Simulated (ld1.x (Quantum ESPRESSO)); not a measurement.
**What the settings do to the TM potential of copper**

Base potential:

ld1.x (Quantum ESPRESSO) 7.5 input, shortened:

```
&input
   title='Cu', zed=29., rel=1, dft='PZ', iswitch=3,
   config='[Ar] 3d10 4s0.5 4p0'
 /
 &inputp
   pseudotype=2, tm=.true., lloc=-1, rcloc=0.90,
   nlcc=.true., new_core_ps=.true., rcore=0.40
 /
3
3S  1  0   2.00   0.00  0.95  0.95  0.0
3P  2  1   6.00   0.00  0.65  0.65  0.0
3D  3  2  10.00   0.00  1.60  1.60  0.0
 &test
   configts(1)='3s2 3p6 3d10 4s0.5 4p0'
 /
```

Occupied shells without a wave of their own: 4s. They enter only through the test configuration that unscreens the potential, and ld1.x also counts them in the model core charge.

Cutoffs, loose and tight: the cutoffs (Ry, on a coarse ladder) from which the occupation-weighted sum of valence levels, in a spherical-Bessel basis at the reference potential, stays within 10 and 1 mRy of its value at 400 Ry. They do not see the model core or the augmentation charge, which bear on the density cutoff. Test errors are all-electron minus pseudo excitation energies from the reference, over the configurations 3s2 3p6 3d10 4s1 4p0; 3s2 3p6 3d10 4s0 4p0; 3s2 3p6 3d9 4s0 4p0; 3s2 3p5 3d10 4s1 4p0; 3s2 3p6 3d8 4s0 4p0; 3s1 3p6 3d10 4s1 4p0; 3s2 3p6 3d10 4s0 4p1 (two spin-polarised tests are not counted in the largest error). A dash means not determined; rows that change the core or the reference have their own tests.

With those shells counted twice in exchange and correlation these files are broken, and their errors move erratically; no question is asked of them.

Cutoffs are not given where the Bessel-basis levels miss the radial ones by over 6 mRy, ghosts where they miss by over 20 mRy; a channel whose overlap is not positive is not tested.

| change | outcome | cutoff, loose | cutoff, tight | bound ghosts | largest test error (meV) |
| --- | --- | --- | --- | --- | --- |
| base | generated, misses its reference levels by 0.15 eV | 200 Ry | over 300 Ry | none | -462 |
| reference 3s2 3p6 3d10 4s0 4p0 | generated | 200 Ry | over 300 Ry | none | +376 |
| wave 3s (bound): rc 0.95 bohr becomes 3s (bound): rc 0.62 bohr | generated | 300 Ry | over 300 Ry | none | -304 |
| local potential all-electron potential smoothed inside 0.85 bohr (lloc = -1) | generated, misses its reference levels by 0.19 eV | 200 Ry | over 300 Ry | none | -514 |
| wave 3d (bound): rc 1.60 bohr becomes 3d (bound): rc 1.18 bohr | generated, misses its reference levels by 0.15 eV | 200 Ry | over 300 Ry | none | -502 |
| local potential all-electron potential smoothed inside 0.96 bohr (lloc = -1) | generated | 200 Ry | over 300 Ry | none | -366 |
| core correction Bessel-smoothed model core inside 0.48 bohr | generated, misses its reference levels by 0.15 eV | 200 Ry | over 300 Ry | none | -462 |
| wave 3p (bound): rc 0.65 bohr becomes 3p (bound): rc 0.50 bohr | generated, misses its reference levels by 0.15 eV | – | – | not determined | -463 |
